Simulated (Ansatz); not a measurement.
A nudged elastic band was laid between two geometries of CH5ClFGaO (10 atoms, charge 0, multiplicity 1).

The calculation used RKS B3LYP-D4/def2-SVP in Ansatz.

```
movable images  : 7
climbing image  : yes
spring          : 5.0 eV/Å²
optimiser       : quadratic models (default)
start path      : through a guess of the saddle point
force threshold : 0.05 eV/Å
iteration limit : 60
end points      : relaxed
```

Image 0:

```xyz
10
Properties=species:S:1:pos:R:3
Ga -0.402 -0.390 -0.235
F 0.322 -1.298 -1.598
C 0.316 -0.573 1.573
Cl -2.472 0.175 -0.703
H 0.790 0.810 -1.977
O 0.416 1.309 -1.226
H -0.491 -0.549 2.320
H 0.866 -1.521 1.663
H 1.010 0.258 1.771
H -0.356 1.779 -1.586
```

Image 8:

```xyz
10
Properties=species:S:1:pos:R:3
Ga -0.332 -0.424 -0.263
F 0.553 -1.181 -1.623
C 0.333 -0.579 1.566
Cl -2.442 -0.129 -0.795
H 0.745 0.980 -1.921
O 0.285 1.401 -1.170
H -0.255 0.055 2.247
H 0.254 -1.625 1.900
H 1.390 -0.275 1.603
H -0.531 1.777 -1.545
```

Task: What changes between the two ends?

Result: No bond is made or broken.

Task: Give the energies along the band, and the barrier.

Result: The run converged. The highest image is number 0 of 0 to 8, 0.0 kcal/mol above the first end and 0.2 kcal/mol above the last; the last end lies 0.2 kcal/mol below the first. The highest image is an end point: on this band no image between the ends rises above it.

| image | path coordinate (Å) | energy (kcal/mol) |
| --- | --- | --- |
| 0 | 0.00 | 0.0 |
| 1 | 0.01 | 0.0 |
| 2 | 0.20 | 0.0 |
| 3 | 0.38 | 0.0 |
| 4 | 0.56 | -0.1 |
| 5 | 0.74 | -0.1 |
| 6 | 0.92 | -0.1 |
| 7 | 1.10 | -0.2 |
| 8 | 1.28 | -0.2 |

Time of the run: 3.1 min on 2 threads of AMD EPYC 9R45 96-Core Processor (Zen 5), with other jobs on the host, peak memory 0.32 GiB.
